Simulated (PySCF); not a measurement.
Pd(Cl)2(MeCN)2 (C₄H₆Cl₂N₂Pd), SMILES C(C)#[N]->[Pd]([Cl])(<-[N]#CC)[Cl], multiplicity 1.

Geometry: B3LYP-D3(BJ)/def2-SVP. The spin state was assumed, not searched. The isomer is the one that the SMILES or the coordinates give; other isomers of the formula were not compared. The def2 effective core potentials stand for the cores of Pd; spin–orbit coupling is left out.

Computed with B3LYP-D3(BJ)/def2-SVP (PySCF).

Frequencies are harmonic and unscaled.

A small imaginary wavenumber (i) marks a very flat motion, where grid noise or a shallow saddle decides the sign.

Computed harmonic wavenumbers and intensities:
```
mode  ν (cm⁻¹)  IR (km/mol)  moving atoms (share of kinetic energy)
----  --------  -----------  --------------------------------------
1          13i          0.0                                  H 99 %
2          12i          0.1                                  H 98 %
3           35         13.8                 C 61 %, H 21 %, Pd 11 %
4           38         14.7        C 61 %, H 19 %, Pd 10 %, Cl 10 %
5           51          0.0                 Cl 59 %, C 27 %, H 11 %
6          100          1.1                 Cl 62 %, Pd 25 %, N 9 %
7          123          0.0                  N 56 %, C 30 %, H 15 %
8          131          5.9                Cl 72 %, Pd 11 %, C 10 %
9          203          0.0         N 42 %, C 35 %, Cl 12 %, H 11 %
10         233          1.7         C 39 %, N 27 %, Pd 21 %, H 13 %
11         245          4.6         C 47 %, N 26 %, H 14 %, Cl 11 %
12         284          0.0          C 56 %, N 25 %, Cl 10 %, H 8 %
13         303          0.0                                 Cl 90 %
14         332          1.2                 Pd 48 %, C 33 %, N 13 %
15         367         53.7                        Cl 54 %, Pd 38 %
16         405          0.0                  C 51 %, N 33 %, H 16 %
17         422          0.0                  N 47 %, C 40 %, H 13 %
18         444          1.0                  N 53 %, C 33 %, H 11 %
19         466          0.0                          N 61 %, C 23 %
20         978          4.2                  C 53 %, N 30 %, H 17 %
21         989          0.0                  C 52 %, N 31 %, H 16 %
22        1038          0.2                          H 67 %, C 33 %
23        1038         11.9                          H 67 %, C 33 %
24        1038          0.1                          H 67 %, C 33 %
25        1038          9.2                          H 67 %, C 33 %
26        1385          0.0                          H 77 %, C 22 %
27        1386          0.0                          H 77 %, C 22 %
28        1435         11.0                                  H 97 %
29        1435         13.9                                  H 97 %
30        1435          9.9                                  H 97 %
31        1435         16.2                                  H 97 %
32        2449          1.1                          C 60 %, N 40 %
33        2454          0.0                          C 60 %, N 40 %
34        3048          0.0                                  H 97 %
35        3048          0.1                                  H 97 %
36        3143          1.0                          H 90 %, C 10 %
37        3143          1.0                          H 90 %, C 10 %
38        3145          1.2                          H 90 %, C 10 %
39        3145          1.2                          H 90 %, C 10 %
```
